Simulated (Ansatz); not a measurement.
Reaction (formal exchange of groups at a C–C bond): `N#CC1C=CCCC1` + `FC[SiH3]` → `N#C[SiH2]CF` + `C1=CCCCC1`

Gas-phase electronic energies from Ansatz, PBE0-D4/def2-TZVP geometries. CCSD(T)/CBS is the MP2 limit (def2-TZVPP, def2-QZVPP) plus CCSD(T) − MP2 in def2-TZVPP, frozen cores. DFT in def2-TZVPP. HSE06 is defined as in plane-wave codes. Each species was taken in one conformer, which may not be the lowest.

Q: Is it downhill or uphill in electronic energy at CCSD(T)/CBS, and by how much? (An estimate is asked.)

A: Ansatz gave: Downhill: ΔE = -10.6 kcal/mol.

Q: What do these levels give: r2SCAN-D4, BHLYP-D4, ωB97M-V, HSE06, MP2/def2-QZVPP, SCS-MP2/def2-QZVPP? (Best estimate.)

A: Ansatz gave: r2SCAN-D4 -10.2, BHLYP-D4 -10.3, ωB97M-V -10.4, HSE06 -9.9, MP2/def2-QZVPP -10.3, SCS-MP2/def2-QZVPP -10.7 kcal/mol.

Largest T1 diagnostic among the species: 0.013.

At CCSD(T), def2-SVP lies +2.5 kcal/mol from the extrapolated value and def2-TZVPP +0.3 kcal/mol. Leaving LDA and LC-ωPBE aside and taking each functional with its dispersion term where it has one, the values, not all of them listed here, spread over 1.6 kcal/mol, from B2PLYP to PBE0-D4. LDA lies +2.6 kcal/mol from PBE without D4. The D4 term adds +0.9 kcal/mol with B3LYP and +0.6 kcal/mol with PBE0; it sums over pairs of atoms, weighted by their polarisabilities, and B3LYP, whose exchange is more repulsive, gets the larger term.

B3LYP here is the variant with VWN-RPA as its local correlation; programs differ in this.
